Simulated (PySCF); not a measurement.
Compound: C₇H₁₆Ge.
SMILES: `[CH3][Ge]1([CH3])[CH2]CCC[CH2]1`

A linear-response calculation (PySCF, def2-SVPD basis, gas phase, vertical, core orbitals frozen in the response) gave these numbers; the functional is withheld.

Orbital energies (eV): HOMO-3 -8.99, HOMO-2 -8.09, HOMO-1 -7.75, HOMO -7.18, LUMO 0.51, LUMO+1 1.00, LUMO+2 1.19.

| state | E (eV) | f | main configurations (H = HOMO, L = LUMO) |
| --- | --- | --- | --- |
| S1 | 6.69 | 0.013 | H→L (98%) |
| S2 | 7.20 | 0.0074 | H→L+1 (97%) |
| S3 | 7.21 | 0.022 | H-1→L (88%), H→L+3 (11%) |
| S4 | 7.35 | 0.0000 | H→L+2 (97%) |
| S5 | 7.52 | 0.047 | H-2→L (84%), H→L+3 (9%) |
| S6 | 7.53 | 0.025 | H→L+3 (75%), H-1→L (10%), H-2→L (8%) |

Triplets (Tamm–Dancoff): T1 6.58 eV, H→L (93%); T2 7.06 eV, H-1→L (76%), H→L+3 (20%); T3 7.09 eV, H→L+1 (92%); T4 7.27 eV, H→L+2 (94%).

Vertical ionisation energy by ΔSCF with the same functional: 8.90 eV. Mean static polarisability: 111.2 au.

**Question.** Name the functional.
A. PBE
B. CAM-B3LYP
C. HF
D. PBE0

**Answer.** D. PBE0 is a global hybrid with 25% exact exchange. In this run −ε(HOMO) = 7.18 eV differs from the ΔSCF value by -1.72 eV, and S1 differs from the orbital gap of 7.69 eV by -1.00 eV. The ratio −ε(HOMO)/IP is 0.81. Small neutral molecules mostly give 0.7 to 0.83 with PBE0, 0.5 to 0.7 with PBE, 0.85 to 0.93 with CAM-B3LYP; Hartree–Fock can't fall below 1, since the ion's relaxation only lowers the ΔSCF value. The other options: PBE, a GGA without exact exchange; HF, time-dependent Hartree–Fock, 100% exact exchange; CAM-B3LYP, range-separated, 19% exact exchange at short range and 65% at long range (ω = 0.33 bohr⁻¹).

Method: TDDFT PBE0/def2-SVPD, vertical, gas phase, core orbitals frozen in the response in PySCF. Geometry: PBE0-D3(BJ)/def2-SVP, one conformer, isolated molecule. Relativistic effects, spin–orbit coupling among them, are left out although an element past zinc is present.

Without π bonds the low states are Rydberg-like; a valence basis with one diffuse set may place them up to an eV too high.
